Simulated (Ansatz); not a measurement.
Reaction (hydrogenolysis of a C–C bond): `CC[Se][SiH2]C` + H₂ → `C[SiH2][Se]C` + CH₄

Computed with Ansatz on PBE0-D4/def2-TZVP structures; ΔE is electronic, products minus reactants. CCSD(T)/CBS is the MP2 limit (def2-TZVPP, def2-QZVPP) plus CCSD(T) − MP2 in def2-TZVPP, frozen cores. This one scheme is used for every species. Functionals use def2-TZVPP. B3LYP here is the variant with VWN-RPA as its local correlation; programs differ in this. For Se outer-core shells are correlated without core-valence functions, which leaves a few kJ/mol of doubt a bond. Scalar relativity is left out up to krypton. One conformer a species, not always the lowest.

`CC[Se][SiH2]C`:

Z-matrix (Å, degrees):
```
C
C 1 1.512
H 1 1.092 2 111.5
H 1 1.092 2 111.1 3 -120.2
H 1 1.095 2 110.2 3 119.8
Se 2 1.969 1 113.8 3 62.8
H 2 1.091 1 111.5 3 180.0
H 2 1.091 1 112.1 3 -59.3
Si 6 2.273 2 97.8 1 -74.5
C 9 1.866 6 108.0 2 -170.2
H 9 1.491 6 108.3 2 -49.1
H 9 1.490 6 111.5 2 68.6
H 10 1.092 9 110.7 6 -60.0
H 10 1.093 9 110.2 6 -179.6
H 10 1.092 9 110.8 6 60.3
```

H₂:

Cartesian coordinates in Å:
```
H -0.303 -0.122 -0.181
H 0.303 0.122 0.181
```

`C[SiH2][Se]C`:

Z-matrix (Å, degrees):
```
C
Si 1 1.868
H 1 1.092 2 111.0
H 1 1.093 2 110.3 3 119.6
H 1 1.092 2 110.6 3 -120.2
Se 2 2.273 1 113.0 3 60.7
H 2 1.490 1 109.4 3 -61.0
H 2 1.486 1 111.1 3 178.2
C 6 1.958 2 97.0 1 -65.2
H 9 1.088 6 110.6 2 66.2
H 9 1.089 6 106.5 2 -175.0
H 9 1.088 6 110.2 2 -56.4
```

CH₄:

Z-matrix (Å, degrees):
```
C
H 1 1.090
H 1 1.090 2 109.5
H 1 1.090 2 109.5 3 -120.0
H 1 1.090 2 109.5 3 120.0
```

```
          level  ΔE (kJ/mol)
       B3LYP-D4        -69.0
        ωB97X-V        -67.7
        ωB97M-V        -68.0
         B2PLYP        -73.1
CCSD/def2-TZVPP        -70.2
 MP2/def2-QZVPP        -60.7
  MP2/CBS(def2)        -59.9
 CCSD/CBS(def2)        -68.4
```

(1) What does CCSD(T)/CBS give? (An estimate is asked.)

Largest T1 diagnostic among the species: 0.009.

Answers

(1) Computed: -64.3 kJ/mol. The listed levels differ from it by -4.7, -3.4, -3.7, -8.8, -5.9, 3.6, 4.4, -4.1 kJ/mol.

The D4 term adds +9.9 kJ/mol with B3LYP and +5.4 kJ/mol with PBE0; it sums over pairs of atoms, weighted by their polarisabilities, and B3LYP, whose exchange is more repulsive, gets the larger term. In def2-TZVPP, CCSD(T) changes the Hartree–Fock value by +21.0 kJ/mol (the triples alone add +4.2 kJ/mol) and MP2 by +25.4 kJ/mol.
